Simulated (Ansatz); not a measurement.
`N=C([SiH3])CN`, charge 0, multiplicity 1.

Task: Give a relaxed structure at PBE0-D4/def2-TZVP (the Gaussian-basis code of Ansatz). (An estimate is asked.)

Result: Computed: 
Z-matrix (Å, degrees):
```
Si
C 1 1.893
H 1 1.490 2 109.3
H 1 1.490 2 109.6 3 -117.2
H 1 1.480 2 110.0 3 121.3
C 2 1.519 1 118.9 3 67.5
N 2 1.268 1 117.6 3 -112.1
N 6 1.446 2 111.9 1 -171.6
H 6 1.101 2 108.4 1 -44.7
H 6 1.096 2 107.3 1 68.7
H 7 1.030 2 108.5 1 -179.9
H 8 1.009 6 111.9 2 -152.8
H 8 1.011 6 111.7 2 86.0
```
This is one stationary point; other conformers may exist.
